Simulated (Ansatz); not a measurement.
Input for Ansatz (a program for electronic structure): SC-NEVPT2 on CASSCF(2,2)/cc-pVDZ on C2H5B (SMILES BC=C), a point of a bond scan (R = 3.224 Å).

Ansatz 0.2 input:
```yaml
crystal:
  periodic: [false, false, false]
  atoms:
    - {symbol: B, position_ang: [-0.19234175, 0.13481091, 1.34229151]}
    - {symbol: H, position_ang: [-1.03493934, 3.24088961, 1.52914250]}
    - {symbol: H, position_ang: [-0.13703202, -0.51541306, 2.34021942]}
    - {symbol: C, position_ang: [0.12716890, -0.46653708, -0.03328683]}
    - {symbol: C, position_ang: [0.06087359, 0.27672265, -1.14769155]}
    - {symbol: H, position_ang: [0.41541955, -1.50959045, -0.14140796]}
    - {symbol: H, position_ang: [0.28056560, -0.11861991, -2.13457537]}
    - {symbol: H, position_ang: [-0.22108437, 1.32324500, -1.10131893]}
basis:
  gaussian:
    orbitals: cc-pVDZ
    pivot_positions_ang: [[-0.19234175, 0.13481091, 1.34229151], [-1.03493934, 3.24088961, 1.52914250], [-0.13703202, -0.51541306, 2.34021942], [0.12716890, -0.46653708, -0.03328683], [0.06087359, 0.27672265, -1.14769155], [0.41541955, -1.50959045, -0.14140796], [0.28056560, -0.11861991, -2.13457537], [-0.22108437, 1.32324500, -1.10131893]]
magnetization: {spin_polarized: false}
correlation: {method: sc_nevpt2, electrons: outside_noble_gas, active_space: {window: {electrons: 2, orbitals: 2}}}
output: {orbitals: {seedname: ./end}}
```

Program output:

```
WARN ansatz: RAYON_NUM_THREADS=1 ignored (pool sized by the plan → 1); use --threads N
Functional definition: HF
integrals: 0.01 GiB planned
715 factors; integrals over basis functions are off by at most 4.9e-4 eV
mean field: 0.11 GiB planned
mean field evaluation 1: about -2801.8582 eV, gradient 2.4e1 eV
mean field evaluation 2: about -2801.8581 eV, gradient 2.4e1 eV
mean field evaluation 4: about -2804.5186 eV, gradient 4.3e0 eV
mean field evaluation 8: about -2804.6042 eV, gradient 6.1e-4 eV
mean field evaluation 16: about -2798.2713 eV, gradient 2.6e1 eV
mean field evaluation 32: about -2793.8829 eV, gradient 2.6e-6 eV
mean field -2804.60418489 eV, -103.0673027657 hartree, gradient 5.4e-7 eV, S^2 0.000000; 4 other end points of the search recorded, 0 dependent functions left out; unrestricted orbitals would lower it
reference -2804.60418489 eV, -103.0673027657 hartree; 11, 11 occupied and 56, 56 virtual orbitals, 715 factors
configuration interaction: 0.13 GiB planned
configuration interaction: 0.00 GiB planned
state -2807.22528154 eV, -103.1636262910 hartree
state -2807.22528154 eV, -103.1636262910 hartree; corrected -2816.06304167 eV, -103.4884079853 hartree
Total energy: -2816.06304167 eV, -103.4884079853 hartree
```

Self-consistency was reached.

Cost: roughly 3 core-seconds.
